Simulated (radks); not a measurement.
All-electron atom: Eu8.125+ in [Kr] 4d10 4f5 5s1.875 5p2 (fractional occupations, a model configuration). Method: Dirac Kohn-Sham, PBE, spin-unpolarised, spherical densities, point nucleus; open shells are shared between the two j in proportion to 2j + 1; computed with a radial shooting solver on a logarithmic mesh with Libxc functionals.

X-ray form factor f0, the Fourier transform of the density (f0(0) = 54.875):

sin(theta)/lambda (1/angstrom)  f0 (electrons)
0.05                                    54.506
0.1                                     53.435
0.15                                    51.763
0.2                                     49.636
0.25                                    47.215
0.3                                     44.651
0.4                                     39.555
0.5                                     34.933
0.6                                     30.953
0.8                                     24.785
1                                       20.589
1.25                                    17.269
1.5                                     15.027
2                                       11.350
